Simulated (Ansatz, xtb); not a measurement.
# Relaxing a trial structure of FH4SiSn−

The starting geometry of this gas-phase singlet has its atoms placed at random.

```yaml
atoms:
  - { symbol: F, position_ang: [1.9611, -0.3272, 0.1278] }
  - { symbol: Si, position_ang: [-0.4813, -0.0465, -0.9220] }
  - { symbol: Sn, position_ang: [-0.0541, -0.9647, 1.5522] }
  - { symbol: H, position_ang: [-1.5840, -1.0576, -0.8421] }
  - { symbol: H, position_ang: [0.6426, -2.0759, 0.4041] }
  - { symbol: H, position_ang: [1.0345, 0.2845, -1.8772] }
  - { symbol: H, position_ang: [-1.1881, 0.2242, 0.3320] }
```

**Question.** One run relaxed it with r2SCAN-D4/def2-SVPD. What is a likely outcome?

**Answer.** It ends as a structure with H6 bridging Si2 and Sn3, given below by its coordinates. Distances that change by over a tenth: Si2–Sn3 (2.67 → 3.08 Å), Sn3–H6 (3.81 → 2.18 Å). Contacts that open: Sn3–H7 (2.05 → 3.15 Å). Contacts that close: F1–Sn3 (2.55 → 2.06 Å), Si2–H6 (1.82 → 1.56 Å).

The energy falls by 4.48 eV over 16 steps:

```json
{"step": "1", "E − E(last) (eV)": "4.477"}
{"step": "3", "E − E(last) (eV)": "1.428"}
{"step": "4", "E − E(last) (eV)": "0.653"}
{"step": "6", "E − E(last) (eV)": "0.247"}
{"step": "8", "E − E(last) (eV)": "0.129"}
{"step": "9", "E − E(last) (eV)": "0.108"}
{"step": "11", "E − E(last) (eV)": "0.024"}
{"step": "13", "E − E(last) (eV)": "0.001"}
{"step": "14", "E − E(last) (eV)": "0.000"}
{"step": "16", "E − E(last) (eV)": "0.000"}
```

Final geometry (Å):

```xyz
7

F     2.3805   -0.3702    0.9739
Si   -0.9547    0.1387   -1.4079
Sn    0.4467   -1.0689    1.0583
H    -1.5203   -1.1229   -0.7307
H     0.8480   -2.5422    0.0843
H     0.4981   -0.1121   -0.9010
H    -1.3675    1.1145   -0.3021
```

From the same start GFN2-xTB ends elsewhere, differing in Si2–Sn3 (2.74 against 3.08 Å here), Si2–H7 (2.99 against 1.53 Å here), Sn3–H5 (2.34 against 1.81 Å here), Sn3–H6 (3.93 against 2.18 Å here).

From so rough a start the end depends on the optimiser's path, so another program may land elsewhere. The end wasn't checked by frequencies. Atoms past krypton carry core potentials, without spin–orbit terms. Run with Ansatz 0.2.0, 20 s on 2 threads of Intel(R) Xeon(R) 6975P-C (Granite Rapids), with other jobs on the host.
